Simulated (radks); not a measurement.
Results of a calculation; reference values are marked as such.
Species: Sr. Configuration: [Kr] 4d1 5s1 (not the ground configuration).

Level of theory: Dirac Kohn-Sham, PBE, spin-unpolarised, spherical densities, finite nucleus; open shells fill j = l - 1/2 first; Fermi nuclear charge, rms radius 4.224 fm (a radial shooting solver on a logarithmic mesh with Libxc functionals).

Energy parts (eV):
total: -86523.536
kinetic: 89124.778
electron-nucleus: -208828.169
Hartree: 36040.227
exchange-correlation: -2860.373

Orbitals (lengths in bohr, moments of r in powers of bohr):
orbital  occ.  eigenvalue (eV)     <r^2>
1s1/2       2        -15929.71  0.002067
2s1/2       2        -2155.734   0.03501
2p1/2       2        -1961.740   0.02669
2p3/2       4        -1893.330   0.02810
3s1/2       2        -332.5860    0.2779
3p1/2       2        -262.1315    0.2821
3p3/2       4        -251.6443    0.2940
3d3/2       4        -128.0062    0.3002
3d5/2       6        -126.1761    0.3046
4s1/2       2         -39.8721     2.107
4p1/2       2         -22.6733     2.788
4p3/2       4         -21.5277     2.915
4d3/2       1          -0.9176     21.90
4d5/2       0          -0.8810     22.73
5s1/2       1          -3.2776     22.98

The highest occupied level is 4d3/2 at -0.918 eV. Summed over all electrons, <r^2> = 71.90 bohr^2, which gives a Langevin (diamagnetic) susceptibility term of -56.9 x 10^-6 cm^3/mol. The density falls to 0.001 e/bohr^3 at r = 5.04 bohr.
